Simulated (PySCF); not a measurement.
SMILES c1c(ccc(c1)C#N)-c1sccc1 (C₁₁H₇NS) (GFN2-xTB optimised geometry):

```
20

N      3.649    -4.298    -0.003
C      2.923    -3.410    -0.002
C      2.028    -2.318    -0.002
C      2.516    -1.009    -0.001
C      1.637     0.050    -0.001
C      0.253    -0.158     0.000
C     -0.659     0.965     0.000
C     -2.030     0.965     0.000
C     -2.591     2.256     0.000
C     -1.649     3.235     0.000
S     -0.057     2.602     0.000
C     -0.222    -1.475     0.000
C      0.650    -2.541    -0.001
H      3.582    -0.837    -0.002
H      2.018     1.060    -0.001
H     -2.629     0.073     0.000
H     -3.649     2.446     0.000
H     -1.791     4.298     0.000
H     -1.283    -1.665     0.000
H      0.275    -3.554    -0.001
```

Method: CAM-B3LYP/def2-SVP in PySCF.

Question: What are the frontier orbital energies and the dipole moment?

Answer: HOMO-2 -9.30 eV, HOMO-1 -8.84 eV, HOMO -7.63 eV, LUMO -0.97 eV, LUMO+1 0.42 eV; dipole moment 5.24 D.

On the same geometry PySCF with PBE/def2-SVP gives HOMO-2 -7.03 eV, HOMO-1 -6.61 eV, HOMO -5.68 eV, LUMO -2.72 eV, LUMO+1 -1.66 eV; dipole moment 5.35 D.

Meta-Löwdin charges at CAM-B3LYP/def2-SVP: N1 -0.21, C2 0.10, C3 -0.03, C4 -0.08, C5 -0.11, C6 0.03, C7 -0.11, C8 -0.13, C9 -0.13, C10 -0.22, S11 0.25, C12 -0.10, C13 -0.08, H14 0.12, H15 0.11, H16 0.11, H17 0.12, H18 0.13, H19 0.11, H20 0.12.
